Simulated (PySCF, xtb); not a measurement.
Cl4H2Si2, SMILES Cl[SiH2][Si](Cl)(Cl)Cl. One conformer was computed; it need not be the lowest.

Harmonic wavenumbers (cm⁻¹) from GFN2-xTB in xtb at its own minimum, in rising order: 16, 61, 84, 112, 144, 151, 184, 329, 421, 476, 481, 484, 553, 573, 681, 780, 2238, 2258.

Task: What does PBE-D3(BJ)/def2-SVP (PySCF 2.14.0) give at its own minimum? (The exact figures need the calculation; the answer reports its results.)

Result: 35, 53, 94, 128, 166, 175, 209, 356, 468, 520, 561, 590, 590, 666, 792, 892, 2171, 2188. Paired by order, the mean absolute difference is 51 cm⁻¹ and the zero-point energies are 14.3 and 15.2 kcal/mol.
